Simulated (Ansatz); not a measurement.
Born–Oppenheimer molecular dynamics of a periodic cell of 17 atoms, LiSi₁₆ (host Si, host structure diamond, interstitial Li), cell charge +1. It goes on from the last frame of an earlier run, with new velocities.

Level of theory: DFT PBEsol, scalar-relativistic, plane waves, PAW in Ansatz. Settings: cutoff 420 eV, k mesh 2x2x2, fermi-dirac smearing 0.02 eV, no spin polarisation.

```json
{
 "ensemble": "NVE (velocity Verlet)",
 "time step": "1.5 fs",
 "steps asked": "230",
 "starting velocities drawn for": "2100 K",
 "seed": "314964"
}
```

Frames 1.5 fs apart, positions in Å, forces in eV/Å.

Velocities at 210.0 fs (Å/ps):

```
Si -0.63 9.98 15.70
Si 3.24 21.18 1.19
Si 11.78 3.83 3.99
Si -5.99 -9.79 2.24
Si 0.30 7.81 9.41
Si 4.73 -3.09 -10.09
Si -11.90 -0.07 4.26
Si -9.29 -9.63 -8.38
Si 12.26 -2.54 11.04
Si -4.96 1.26 -8.35
Si -1.48 -4.60 -6.77
Si 0.12 -2.22 -6.67
Si -1.02 -14.88 4.26
Si 1.81 -6.22 -6.88
Si 3.68 9.74 -9.01
Si -7.87 -5.24 4.65
Li 21.17 18.16 -2.44
```

```xyz
17
Lattice="0.0000 5.4300 5.4300 5.4300 0.0000 5.4300 5.4300 5.4300 0.0000" Properties=species:S:1:pos:R:3:forces:R:3 time_fs=210.0 energy_less_start_eV=-0.201 T=2198
Si -1.615 2.235 2.001 -1.28 -0.36 0.15
Si 0.428 1.515 2.739 -0.04 -0.37 -1.87
Si 3.077 2.222 0.150 0.10 -0.21 0.35
Si 4.253 4.806 2.636 1.24 -0.16 -0.36
Si 2.671 -0.115 2.477 0.05 0.00 0.27
Si 4.520 1.573 2.236 0.41 -0.18 -0.26
Si 7.020 0.964 1.665 -0.44 0.05 0.31
Si 6.393 3.432 3.257 -0.12 -0.18 -0.24
Si 1.747 2.697 4.172 1.34 0.81 0.92
Si 1.522 5.007 6.002 -0.66 -0.09 -0.93
Si 1.673 3.736 1.831 0.93 -0.47 -0.09
Si 2.488 5.644 3.884 -0.33 0.55 0.71
Si 4.109 1.915 4.836 -0.46 0.74 -0.49
Si 4.981 3.982 6.274 -0.59 0.63 -0.68
Si 6.092 5.589 4.516 -0.28 -0.78 1.53
Si 5.386 8.633 5.774 0.60 -0.78 0.76
Li 3.612 10.011 4.839 -0.46 0.79 -0.07
17
Lattice="0.0000 5.4300 5.4300 5.4300 0.0000 5.4300 5.4300 5.4300 0.0000" Properties=species:S:1:pos:R:3:forces:R:3 time_fs=211.5 energy_less_start_eV=-0.210 T=2202
Si -1.616 2.249 2.025 -1.37 -0.36 0.11
Si 0.432 1.547 2.740 0.01 -0.41 -1.87
Si 3.095 2.228 0.156 0.02 -0.21 0.31
Si 4.244 4.792 2.639 1.29 -0.14 -0.41
Si 2.672 -0.103 2.492 -0.15 -0.03 0.07
Si 4.527 1.569 2.220 0.38 -0.19 -0.20
Si 7.002 0.964 1.672 -0.38 0.07 0.30
Si 6.379 3.417 3.245 -0.15 -0.17 -0.27
Si 1.766 2.694 4.189 1.25 0.84 0.90
Si 1.514 5.009 5.989 -0.53 -0.09 -0.71
Si 1.671 3.728 1.821 1.00 -0.48 -0.04
Si 2.488 5.641 3.874 -0.40 0.60 0.74
Si 4.107 1.893 4.842 -0.41 0.78 -0.47
Si 4.983 3.973 6.263 -0.57 0.65 -0.69
Si 6.097 5.604 4.503 -0.24 -0.83 1.51
Si 5.375 8.624 5.782 0.74 -0.74 0.74
Li 3.643 10.039 4.835 -0.47 0.70 -0.04
17
Lattice="0.0000 5.4300 5.4300 5.4300 0.0000 5.4300 5.4300 5.4300 0.0000" Properties=species:S:1:pos:R:3:forces:R:3 time_fs=213.0 energy_less_start_eV=-0.214 T=2204
Si -1.619 2.264 2.048 -1.45 -0.35 0.07
Si 0.437 1.578 2.739 0.09 -0.45 -1.83
Si 3.113 2.233 0.162 -0.09 -0.22 0.25
Si 4.237 4.777 2.642 1.32 -0.13 -0.45
Si 2.672 -0.091 2.506 -0.33 -0.05 -0.11
Si 4.535 1.564 2.205 0.33 -0.22 -0.12
Si 6.984 0.964 1.678 -0.32 0.09 0.29
Si 6.364 3.403 3.232 -0.18 -0.14 -0.29
Si 1.785 2.691 4.207 1.13 0.85 0.87
Si 1.506 5.011 5.976 -0.42 -0.09 -0.50
Si 1.670 3.721 1.811 1.04 -0.48 0.01
Si 2.488 5.638 3.865 -0.46 0.64 0.77
Si 4.105 1.872 4.848 -0.34 0.83 -0.45
Si 4.985 3.964 6.252 -0.55 0.65 -0.70
Si 6.102 5.617 4.491 -0.21 -0.87 1.47
Si 5.364 8.616 5.789 0.90 -0.66 0.71
Li 3.672 10.070 4.831 -0.45 0.59 0.00
17
Lattice="0.0000 5.4300 5.4300 5.4300 0.0000 5.4300 5.4300 5.4300 0.0000" Properties=species:S:1:pos:R:3:forces:R:3 time_fs=214.5 energy_less_start_eV=-0.211 T=2202
Si -1.622 2.278 2.072 -1.52 -0.34 0.03
Si 0.442 1.609 2.738 0.18 -0.48 -1.75
Si 3.130 2.239 0.169 -0.21 -0.24 0.18
Si 4.230 4.762 2.644 1.33 -0.11 -0.48
Si 2.672 -0.080 2.520 -0.48 -0.08 -0.28
Si 4.543 1.559 2.189 0.26 -0.26 -0.02
Si 6.965 0.964 1.685 -0.27 0.10 0.27
Si 6.350 3.388 3.219 -0.20 -0.10 -0.29
Si 1.806 2.689 4.225 1.01 0.85 0.82
Si 1.497 5.012 5.962 -0.32 -0.09 -0.31
Si 1.670 3.713 1.801 1.07 -0.47 0.05
Si 2.487 5.636 3.857 -0.49 0.67 0.79
Si 4.103 1.851 4.854 -0.27 0.91 -0.43
Si 4.987 3.956 6.240 -0.52 0.64 -0.71
Si 6.107 5.630 4.480 -0.17 -0.90 1.41
Si 5.353 8.607 5.798 1.05 -0.56 0.67
Li 3.700 10.102 4.827 -0.43 0.46 0.04
17
Lattice="0.0000 5.4300 5.4300 5.4300 0.0000 5.4300 5.4300 5.4300 0.0000" Properties=species:S:1:pos:R:3:forces:R:3 time_fs=216.0 energy_less_start_eV=-0.199 T=2196
Si -1.627 2.292 2.096 -1.57 -0.33 -0.01
Si 0.447 1.640 2.734 0.28 -0.51 -1.64
Si 3.148 2.244 0.176 -0.36 -0.27 0.10
Si 4.224 4.747 2.647 1.31 -0.11 -0.49
Si 2.672 -0.068 2.534 -0.60 -0.11 -0.43
Si 4.551 1.554 2.174 0.17 -0.32 0.10
Si 6.946 0.964 1.692 -0.20 0.11 0.25
Si 6.336 3.373 3.205 -0.22 -0.05 -0.29
Si 1.828 2.687 4.244 0.86 0.84 0.77
Si 1.489 5.014 5.948 -0.23 -0.09 -0.14
Si 1.670 3.705 1.791 1.08 -0.45 0.07
Si 2.486 5.634 3.849 -0.51 0.68 0.79
Si 4.100 1.831 4.859 -0.20 1.02 -0.40
Si 4.988 3.949 6.228 -0.49 0.62 -0.71
Si 6.112 5.643 4.471 -0.15 -0.91 1.33
Si 5.344 8.597 5.807 1.22 -0.43 0.62
Li 3.727 10.136 4.824 -0.40 0.30 0.08
17
Lattice="0.0000 5.4300 5.4300 5.4300 0.0000 5.4300 5.4300 5.4300 0.0000" Properties=species:S:1:pos:R:3:forces:R:3 time_fs=217.5 energy_less_start_eV=-0.174 T=2184
Si -1.633 2.306 2.119 -1.61 -0.31 -0.06
Si 0.453 1.670 2.730 0.38 -0.55 -1.49
Si 3.165 2.249 0.182 -0.53 -0.30 0.01
Si 4.220 4.732 2.648 1.28 -0.09 -0.50
Si 2.671 -0.057 2.548 -0.70 -0.14 -0.56
Si 4.559 1.548 2.158 0.06 -0.37 0.23
Si 6.927 0.964 1.700 -0.11 0.11 0.22
Si 6.321 3.358 3.192 -0.22 0.00 -0.27
Si 1.850 2.687 4.263 0.71 0.82 0.70
Si 1.480 5.016 5.934 -0.15 -0.10 0.00
Si 1.672 3.696 1.781 1.09 -0.42 0.08
Si 2.485 5.633 3.841 -0.52 0.68 0.78
Si 4.098 1.812 4.864 -0.11 1.15 -0.37
Si 4.989 3.941 6.215 -0.47 0.59 -0.71
Si 6.117 5.654 4.462 -0.13 -0.91 1.24
Si 5.335 8.587 5.816 1.38 -0.27 0.56
Li 3.753 10.171 4.820 -0.37 0.11 0.13
17
Lattice="0.0000 5.4300 5.4300 5.4300 0.0000 5.4300 5.4300 5.4300 0.0000" Properties=species:S:1:pos:R:3:forces:R:3 time_fs=219.0 energy_less_start_eV=-0.133 T=2164
Si -1.640 2.319 2.143 -1.65 -0.28 -0.10
Si 0.458 1.700 2.724 0.47 -0.59 -1.31
Si 3.182 2.254 0.189 -0.71 -0.34 -0.09
Si 4.217 4.716 2.650 1.23 -0.08 -0.50
Si 2.670 -0.045 2.561 -0.78 -0.18 -0.67
Si 4.567 1.542 2.143 -0.06 -0.41 0.36
Si 6.908 0.965 1.707 0.01 0.09 0.18
Si 6.306 3.344 3.178 -0.21 0.05 -0.24
Si 1.873 2.686 4.283 0.55 0.80 0.63
Si 1.471 5.017 5.919 -0.07 -0.13 0.12
Si 1.674 3.688 1.770 1.09 -0.38 0.07
Si 2.483 5.633 3.835 -0.51 0.68 0.77
Si 4.095 1.793 4.868 -0.02 1.30 -0.32
Si 4.989 3.935 6.202 -0.45 0.54 -0.70
Si 6.122 5.665 4.455 -0.11 -0.88 1.13
Si 5.328 8.577 5.826 1.55 -0.11 0.50
Li 3.777 10.206 4.817 -0.33 -0.10 0.17
17
Lattice="0.0000 5.4300 5.4300 5.4300 0.0000 5.4300 5.4300 5.4300 0.0000" Properties=species:S:1:pos:R:3:forces:R:3 time_fs=220.5 energy_less_start_eV=-0.072 T=2135
Si -1.649 2.333 2.167 -1.68 -0.24 -0.14
Si 0.464 1.729 2.718 0.55 -0.63 -1.10
Si 3.198 2.258 0.196 -0.90 -0.37 -0.21
Si 4.214 4.701 2.651 1.19 -0.07 -0.50
Si 2.668 -0.034 2.574 -0.84 -0.21 -0.76
Si 4.575 1.536 2.128 -0.20 -0.45 0.50
Si 6.889 0.965 1.715 0.16 0.06 0.13
Si 6.292 3.329 3.164 -0.21 0.08 -0.20
Si 1.896 2.687 4.304 0.38 0.78 0.56
Si 1.462 5.019 5.905 -0.01 -0.16 0.21
Si 1.677 3.679 1.760 1.08 -0.31 0.06
Si 2.481 5.633 3.829 -0.48 0.69 0.75
Si 4.092 1.776 4.873 0.09 1.48 -0.27
Si 4.989 3.929 6.188 -0.42 0.47 -0.68
Si 6.126 5.675 4.448 -0.09 -0.84 1.02
Si 5.321 8.566 5.836 1.70 0.07 0.43
Li 3.800 10.241 4.814 -0.30 -0.34 0.21
17
Lattice="0.0000 5.4300 5.4300 5.4300 0.0000 5.4300 5.4300 5.4300 0.0000" Properties=species:S:1:pos:R:3:forces:R:3 time_fs=222.0 energy_less_start_eV=0.007 T=2096
Si -1.659 2.346 2.190 -1.69 -0.21 -0.18
Si 0.470 1.758 2.710 0.60 -0.68 -0.88
Si 3.214 2.262 0.202 -1.10 -0.41 -0.33
Si 4.213 4.686 2.651 1.13 -0.06 -0.49
Si 2.665 -0.023 2.586 -0.88 -0.24 -0.84
Si 4.583 1.530 2.114 -0.36 -0.49 0.65
Si 6.870 0.965 1.723 0.33 0.02 0.07
Si 6.277 3.314 3.150 -0.20 0.10 -0.15
Si 1.919 2.688 4.325 0.20 0.76 0.48
Si 1.453 5.020 5.891 0.06 -0.20 0.30
Si 1.681 3.669 1.750 1.05 -0.22 0.02
Si 2.478 5.633 3.823 -0.45 0.70 0.72
Si 4.089 1.760 4.877 0.19 1.68 -0.20
Si 4.989 3.923 6.174 -0.38 0.40 -0.66
Si 6.131 5.685 4.442 -0.09 -0.79 0.90
Si 5.316 8.556 5.847 1.85 0.25 0.35
Li 3.823 10.275 4.812 -0.27 -0.60 0.24
17
Lattice="0.0000 5.4300 5.4300 5.4300 0.0000 5.4300 5.4300 5.4300 0.0000" Properties=species:S:1:pos:R:3:forces:R:3 time_fs=223.5 energy_less_start_eV=0.106 T=2048
Si -1.670 2.359 2.214 -1.68 -0.18 -0.22
Si 0.477 1.786 2.702 0.62 -0.73 -0.66
Si 3.228 2.266 0.209 -1.29 -0.45 -0.45
Si 4.212 4.670 2.652 1.06 -0.06 -0.47
Si 2.662 -0.012 2.597 -0.90 -0.27 -0.89
Si 4.591 1.523 2.099 -0.54 -0.53 0.80
Si 6.852 0.966 1.731 0.52 -0.03 0.01
Si 6.261 3.299 3.136 -0.19 0.12 -0.09
Si 1.943 2.689 4.346 0.02 0.75 0.40
Si 1.444 5.021 5.878 0.12 -0.24 0.37
Si 1.685 3.660 1.741 1.03 -0.11 -0.04
Si 2.475 5.634 3.818 -0.41 0.71 0.68
Si 4.087 1.745 4.881 0.30 1.89 -0.14
Si 4.989 3.917 6.159 -0.33 0.31 -0.63
Si 6.136 5.694 4.437 -0.08 -0.74 0.79
Si 5.313 8.546 5.857 2.00 0.42 0.27
Li 3.845 10.307 4.811 -0.24 -0.87 0.27
17
Lattice="0.0000 5.4300 5.4300 5.4300 0.0000 5.4300 5.4300 5.4300 0.0000" Properties=species:S:1:pos:R:3:forces:R:3 time_fs=225.0 energy_less_start_eV=0.223 T=1992
Si -1.682 2.372 2.237 -1.63 -0.16 -0.24
Si 0.485 1.814 2.694 0.61 -0.80 -0.44
Si 3.242 2.270 0.215 -1.48 -0.49 -0.57
Si 4.212 4.655 2.652 0.97 -0.04 -0.45
Si 2.658 -0.001 2.608 -0.91 -0.28 -0.93
Si 4.598 1.516 2.086 -0.75 -0.58 0.95
Si 6.834 0.966 1.739 0.74 -0.09 -0.04
Si 6.246 3.285 3.122 -0.17 0.14 -0.04
Si 1.966 2.691 4.368 -0.17 0.75 0.31
Si 1.435 5.022 5.864 0.17 -0.27 0.44
Si 1.691 3.650 1.731 1.00 0.01 -0.10
Si 2.472 5.636 3.814 -0.36 0.73 0.64
Si 4.085 1.731 4.885 0.41 2.10 -0.07
Si 4.988 3.912 6.144 -0.28 0.22 -0.59
Si 6.140 5.702 4.433 -0.08 -0.68 0.67
Si 5.311 8.536 5.869 2.14 0.59 0.18
Li 3.865 10.336 4.811 -0.21 -1.15 0.29
17
Lattice="0.0000 5.4300 5.4300 5.4300 0.0000 5.4300 5.4300 5.4300 0.0000" Properties=species:S:1:pos:R:3:forces:R:3 time_fs=226.5 energy_less_start_eV=0.353 T=1929
Si -1.696 2.384 2.260 -1.56 -0.15 -0.27
Si 0.492 1.841 2.685 0.57 -0.87 -0.23
Si 3.255 2.273 0.220 -1.65 -0.54 -0.68
Si 4.213 4.640 2.651 0.84 -0.03 -0.42
Si 2.654 0.009 2.618 -0.92 -0.30 -0.96
Si 4.605 1.508 2.073 -0.99 -0.64 1.11
Si 6.816 0.967 1.746 0.97 -0.16 -0.10
Si 6.231 3.270 3.107 -0.12 0.16 0.02
Si 1.990 2.694 4.390 -0.36 0.76 0.22
Si 1.426 5.023 5.851 0.22 -0.29 0.50
Si 1.697 3.640 1.720 0.99 0.16 -0.17
Si 2.469 5.638 3.810 -0.29 0.73 0.58
Si 4.082 1.720 4.888 0.52 2.29 -0.01
Si 4.987 3.907 6.128 -0.23 0.15 -0.55
Si 6.144 5.710 4.429 -0.08 -0.62 0.57
Si 5.311 8.527 5.880 2.28 0.76 0.09
Li 3.886 10.362 4.811 -0.19 -1.42 0.30
```

Of the whole run (345 fs, mean temperature of the second half 1902 K): The conserved energy stayed within 0.22 meV per atom of its start (net change 0.11 meV per atom), so the integration is sound. A run of 0.34 ps of so small a system gives no equilibrium averages. Limits of this set-up: coarse k mesh, charged cell in a uniform background, uncorrected.

The run took 20 min on 1 thread of Intel(R) Xeon(R) Platinum 8259CL CPU @ 2.50GHz (Skylake/Cascade Lake), on a shared host, peak memory 0.77 GiB.
